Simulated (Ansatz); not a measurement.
Input file for Ansatz (a program for electronic structure): U-CCSD(T)/def2-TZVPP on C2+, 2S+1 = 2, a spin state set in the input, which need not be the lowest, a point of a bond scan (R = 1.403 Å). Charge +1.

Ansatz 0.2 input:
```yaml
crystal:
  periodic: [false, false, false]
  atoms:
    - {symbol: C, position_ang: [0.00000000, 0.00000000, 0.00000000]}
    - {symbol: C, position_ang: [0.00000000, 0.00000000, 1.40257500]}
basis:
  gaussian:
    orbitals: def2-TZVPP
    pivot_positions_ang: [[0.00000000, 0.00000000, 0.00000000], [0.00000000, 0.00000000, 1.40257500]]
total_charge: 1
magnetization: {spin_polarized: true, initial_magnetization: 1}
correlation: {method: ccsd_t, electrons: valence}
output: {orbitals: {seedname: ./end}}
```

Program output:

```
WARN ansatz: RAYON_NUM_THREADS=1 ignored (pool sized by the plan → 1); use --threads N
Functional definition: HF
integrals: 0.04 GiB planned
435 factors; integrals over basis functions are off by at most 3.9e-4 eV
mean field: 0.09 GiB planned
mean field evaluation 1: about -2040.4311 eV, gradient 6.9e0 eV
mean field evaluation 2: about -2040.4326 eV, gradient 6.9e0 eV
mean field evaluation 4: about -2040.6584 eV, gradient 4.2e-1 eV
mean field evaluation 8: about -2040.6600 eV, gradient 6.6e-3 eV
mean field evaluation 16: about -2040.6600 eV, gradient 5.0e-6 eV
mean field evaluation 32: about -2043.0521 eV, gradient 4.4e0 eV
mean field evaluation 64: about -2040.6600 eV, gradient 1.7e-2 eV
mean field evaluation 96: about -2043.3178 eV, gradient 2.7e-6 eV
mean field evaluation 128: about -2044.2234 eV, gradient 1.7e-1 eV
mean field evaluation 160: about -2044.2016 eV, gradient 6.3e-1 eV
mean field evaluation 192: about -2042.4159 eV, gradient 7.6e-3 eV
mean field evaluation 224: about -2043.3178 eV, gradient 6.0e-4 eV
mean field evaluation 256: about -2042.8967 eV, gradient 7.3e-1 eV
mean field evaluation 288: about -2042.6675 eV, gradient 3.2e0 eV
mean field evaluation 320: about -2042.9521 eV, gradient 7.7e-1 eV
mean field evaluation 352: about -2042.6494 eV, gradient 4.8e0 eV
mean field evaluation 384: about -2043.2999 eV, gradient 6.7e-1 eV
mean field evaluation 416: about -2042.5481 eV, gradient 3.2e-2 eV
mean field evaluation 448: about -2042.3493 eV, gradient 6.8e-3 eV
mean field evaluation 480: about -2035.7637 eV, gradient 9.1e0 eV
mean field evaluation 512: about -2042.6377 eV, gradient 3.2e0 eV
mean field evaluation 544: about -2042.9450 eV, gradient 7.7e-1 eV
mean field evaluation 576: about -2041.9749 eV, gradient 1.5e0 eV
mean field evaluation 608: about -2041.7398 eV, gradient 4.6e0 eV
mean field evaluation 640: about -2042.8536 eV, gradient 6.1e-1 eV
mean field evaluation 672: about -2042.2851 eV, gradient 6.1e-1 eV
mean field evaluation 704: about -2042.9331 eV, gradient 6.0e-4 eV
mean field evaluation 736: about -2042.2921 eV, gradient 3.8e0 eV
mean field evaluation 768: about -2042.4159 eV, gradient 6.1e-6 eV
mean field -2044.22494000 eV, -75.1238809196 hartree, gradient 1.4e-6 eV, S^2 2.037528; 27 other end points of the search recorded, 0 dependent functions left out
determinant -2044.22494000 eV, -75.1238809196 hartree, with singles and doubles -2049.41046082 eV, -75.3144452947 hartree
determinant -2043.78384711 eV, -75.1076710550 hartree, with singles and doubles -2048.73814490 eV, -75.2897381405 hartree
determinant -2043.49968525 eV, -75.0972282992 hartree, with singles and doubles -2049.38145215 eV, -75.3133792457 hartree
determinant -2043.37877093 eV, -75.0927847800 hartree, with singles and doubles -2049.35129820 eV, -75.3122711086 hartree
determinant -2043.31776409 eV, -75.0905428197 hartree, with singles and doubles -2049.42007665 eV, -75.3147986702 hartree
determinant -2042.93314948 eV, -75.0764084937 hartree, with singles and doubles -2047.92591167 eV, -75.2598891199 hartree
determinant -2042.92910267 eV, -75.0762597760 hartree, with singles and doubles -2048.98319425 eV, -75.2987435380 hartree
determinant -2042.54829353 eV, -75.0622652981 hartree, with singles and doubles -2048.47458944 eV, -75.2800526561 hartree
determinant -2042.34929081 eV, -75.0549520831 hartree, with singles and doubles -2048.57326791 eV, -75.2836790227 hartree
determinant -2042.07604062 eV, -75.0449103240 hartree, with singles and doubles -2048.70026960 eV, -75.2883462489 hartree
determinant -2044.22494000 eV, -75.1238809196 hartree, with singles and doubles -2049.42945119 eV, -75.3151431782 hartree
determinant -2043.49968525 eV, -75.0972282992 hartree, with singles and doubles -2049.31723613 eV, -75.3110193505 hartree
determinant -2043.37877093 eV, -75.0927847800 hartree, with singles and doubles -2049.32493393 eV, -75.3113022396 hartree
determinant -2043.31776409 eV, -75.0905428197 hartree, with singles and doubles -2049.34359400 eV, -75.3119879845 hartree
determinant -2042.92910267 eV, -75.0762597760 hartree, with singles and doubles -2049.19791056 eV, -75.3066342169 hartree
determinant -2042.41591657 eV, -75.0574005346 hartree, with singles and doubles -2048.25821445 eV, -75.2721010217 hartree
determinant -2040.65997668 eV, -74.9928709338 hartree, with singles and doubles -2049.06246890 eV, -75.3016568276 hartree
2 core orbitals not correlated
reference -2044.22494000 eV, -75.1238809196 hartree; 4, 3 occupied and 56, 57 virtual orbitals, 435 factors
second order -3.88734372 eV of doubles, -0.00000000 eV of singles
coupled cluster: 0.16 GiB planned
cycle   1  -5.20451517 eV  change   -4.0e-6 eV  update   2.8e-6
coupled cluster: 0.16 GiB planned
perturbative correction -0.42000551 eV, -0.0154349177 hartree
WARN: the results are in doubt because among natural orbitals full CI differs from the method by +0.144 eV
Total energy: -2049.84946068 eV, -75.3305782420 hartree
In doubt: among natural orbitals full CI differs from the method by +0.144 eV
```

Self-consistency was reached. Its determinant has ⟨S²⟩ = 2.04, a mixture of spin states.

Warnings raised: large difference.

Cost: roughly 29 core-seconds.
